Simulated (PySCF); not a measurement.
# MNa cations for M along group 12

MP2 with double-zeta basis sets in PySCF, for the lowest determinant that a PBE0 search found; no spin–orbit coupling. De refers to high-spin ground-configuration atoms (the charge goes to the atom of lower measured ionisation energy or higher electron affinity, which is not always the lowest computed limit).

| M | basis | reference, frozen orbitals | charged atom | state (unpaired electrons) | Re (Å) | ωe (cm⁻¹) | De (eV) |
| --- | --- | --- | --- | --- | --- | --- | --- |
| Zn | 6-31G(d,p) | RHF, 6 | Na+ | singlet (closed shell) | 2.776 | 196 | 0.73 |
| Cd | def2-SVP | RHF, 1 | Na+ | singlet (closed shell) | 3.176 | 116 | 0.39 |
| Hg | def2-SVP | RHF, 1 | Na+ | singlet (closed shell) | 3.126 | 108 | 0.30 |

The shortest bond is that of NaZn⁺ (2.776 Å), the longest that of NaCd⁺ (3.176 Å).

The rows differ in basis set, which adds steps of its own.

Down a group the atoms grow and get heavier, so bonds lengthen and wavenumbers fall; the exceptions here are the shorter bond at Hg. Relativity and the filled 4f shell contract the atoms of the sixth period.

Correlated steps freeze the inner cores (1 to 6 orbitals); shallow outer-core shells are correlated. Weak bonds: NaCd⁺, NaHg⁺. Basis-set superposition, not corrected here, can be much of De in a small basis, most of all at correlated wavefunction levels. Spin–orbit coupling is left out. For an ion De counts to the pair picked by the measured ionisation energies or electron affinities, which need not be the lowest pair at this level.
